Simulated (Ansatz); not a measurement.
Ge4H14Si2, SMILES `[GeH3][SiH2][GeH2][SiH2][GeH2][GeH3]`. Charge 0, multiplicity 1. All single points use the PBE0-D4/def2-TZVP geometry. It is one conformer, not always the lowest.

```xyz
20

Ge    2.601    0.833   -0.282
Si    0.797    2.368   -0.046
Ge   -1.237    1.533   -0.967
Si   -2.367    0.137    0.595
Ge   -0.864   -1.511    1.419
Ge    0.114   -2.728   -0.436
H     2.761    0.428   -1.756
H     3.914    1.478    0.194
H     2.364   -0.440    0.546
H     1.172    3.635   -0.734
H     0.592    2.675    1.397
H    -2.147    2.712   -1.367
H    -0.925    0.731   -2.245
H    -3.525   -0.532   -0.060
H    -2.880    0.977    1.713
H     0.251   -0.818    2.225
H    -1.581   -2.497    2.360
H    -0.949   -3.640   -1.072
H     0.610   -1.745   -1.510
H     1.299   -3.593    0.024
```

What is the dipole moment at B3LYP/def2-TZVPP? (An estimate is asked.)

Ansatz gave: 0.22 D, with components (-0.16, 0.11, 0.11) D in this frame, pointing from negative to positive charge.

And with PBE, r2SCAN, ωB97M-V? (Best estimate.)

The calculation gave: PBE 0.13 D, r2SCAN 0.17 D, ωB97M-V 0.20 D.

Give the Mulliken charges with B3LYP, r2SCAN, PBE in def2-TZVPP. (Estimate.)

Ansatz gave: 
```json
{"atom": "Ge1", "B3LYP": "0.01", "r2SCAN": "0.03", "PBE": "0.03"}
{"atom": "Si2", "B3LYP": "0.08", "r2SCAN": "0.07", "PBE": "0.01"}
{"atom": "Ge3", "B3LYP": "0.01", "r2SCAN": "0.03", "PBE": "0.06"}
{"atom": "Si4", "B3LYP": "0.10", "r2SCAN": "0.10", "PBE": "0.03"}
{"atom": "Ge5", "B3LYP": "-0.02", "r2SCAN": "-0.04", "PBE": "-0.01"}
{"atom": "Ge6", "B3LYP": "0.00", "r2SCAN": "0.02", "PBE": "0.00"}
{"atom": "H7", "B3LYP": "0.00", "r2SCAN": "0.00", "PBE": "0.00"}
{"atom": "H8", "B3LYP": "-0.01", "r2SCAN": "-0.01", "PBE": "0.00"}
{"atom": "H9", "B3LYP": "0.01", "r2SCAN": "0.00", "PBE": "0.01"}
{"atom": "H10", "B3LYP": "-0.05", "r2SCAN": "-0.06", "PBE": "-0.04"}
{"atom": "H11", "B3LYP": "-0.05", "r2SCAN": "-0.05", "PBE": "-0.04"}
{"atom": "H12", "B3LYP": "0.00", "r2SCAN": "0.00", "PBE": "0.00"}
{"atom": "H13", "B3LYP": "0.01", "r2SCAN": "0.01", "PBE": "0.01"}
{"atom": "H14", "B3LYP": "-0.05", "r2SCAN": "-0.05", "PBE": "-0.04"}
{"atom": "H15", "B3LYP": "-0.05", "r2SCAN": "-0.05", "PBE": "-0.04"}
{"atom": "H16", "B3LYP": "0.01", "r2SCAN": "0.01", "PBE": "0.01"}
{"atom": "H17", "B3LYP": "0.00", "r2SCAN": "0.00", "PBE": "0.00"}
{"atom": "H18", "B3LYP": "0.00", "r2SCAN": "0.00", "PBE": "0.00"}
{"atom": "H19", "B3LYP": "0.01", "r2SCAN": "0.00", "PBE": "0.01"}
{"atom": "H20", "B3LYP": "0.00", "r2SCAN": "0.00", "PBE": "0.00"}
```

B3LYP here is the variant with VWN-RPA as its local correlation; programs differ in this.
